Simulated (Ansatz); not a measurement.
C2H6FNSi can be A, `N/C(F)=C/[SiH3]`, or B, `C[Si]1(F)CN1`.

Computed with Ansatz on PBE0-D4/def2-TZVP structures; ΔE is electronic, products minus reactants. CCSD(T)/CBS adds triple-zeta CCSD(T) − MP2 to the extrapolated MP2 energy (def2 sets, frozen cores). DFT in def2-TZVPP. B3LYP here is the variant with VWN-RPA as its local correlation; programs differ in this. Each species was taken in one conformer, which may not be the lowest.

(1) Which is lower in electronic energy at CCSD(T)/CBS, and by how much? (An estimate is asked.)

(2) Give E(B) − E(A) in kJ/mol with B2PLYP, MP2/def2-TZVPP, ωB97M-V, CCSD(T)/def2-TZVPP, B3LYP-D4, PBE-D4, PBE0-D4. (Estimate.)

Largest T1 diagnostic: 0.012.

Answers

(1) Ansatz gave: B, by 209.2 kJ/mol.

(2) Ansatz gave: B2PLYP -196.3, MP2/def2-TZVPP -215.8, ωB97M-V -201.5, CCSD(T)/def2-TZVPP -200.7, B3LYP-D4 -186.2, PBE-D4 -186.1, PBE0-D4 -194.9. None reverses the order clearly.

From PBE to PBE0 (25 % exact exchange), in def2-TZVPP and without D4, E(B) − E(A) moves by −8.9 kJ/mol. In def2-TZVPP, CCSD(T) changes the Hartree–Fock value by −23.3 kJ/mol (the triples alone add +1.5 kJ/mol) and MP2 by −38.4 kJ/mol.
